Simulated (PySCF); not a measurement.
Vertical excitations of a molecule C2H7BFNO from PySCF with TDDFT-PBE/def2-SVPD, as energy in eV (oscillator strength): 5.51 (0.004), 6.20 (0.033), 6.90 (0.020), 6.98 (0.016), 7.33 (0.064), 7.77 (0.006), 7.88 (0.130), 7.90 (0.016), 8.18 (0.027), 8.20 (0.031). Lowest triplet (TDA): 5.40 eV. Geometry optimised at PBE-D3(BJ)/def2-SVP. Other conformers were not sampled.

Which molecule gave these data?
(A) COB(N)CF
(B) CNB(O)CF
(C) CCNB(O)F
(D) CNB(F)OC

C, CCNB(O)F
